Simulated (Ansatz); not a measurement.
System: MoH$_{6}$, net charge 0, singlet state. 
Structure (B3LYP-D3(BJ)/def2-TZVP (Ansatz, a quantum-chemistry and plane-wave program) minimum search):
```
Mo
H 1 1.6382
H 1 1.6382 2 61.59
H 1 1.6382 2 61.59 3 71.19
H 1 1.6886 2 64.77 3 -144.40
H 1 1.6886 2 116.38 3 -36.00
H 1 1.6886 2 116.38 3 107.19
```
Charge 0, spin multiplicity 1.

Dipole moments at this geometry, in debye (magnitudes).

```csv
level,program,dipole (D)
PBE/def2-TZVPD,Ansatz,1.69
revPBE/def2-TZVPD,Ansatz,1.71
r2SCAN/def2-TZVPD,Ansatz,1.74
B3LYP/def2-TZVPD,Ansatz,1.68
PBE0/def2-TZVPD,Ansatz,1.70
CAM-B3LYP/def2-TZVPD,Ansatz,1.67
LC-wPBE/def2-TZVPD,Ansatz,1.72
wB97X-V/def2-TZVPD,Ansatz,1.70
CCSD(T)/def2-SVPD,Ansatz,1.81
```
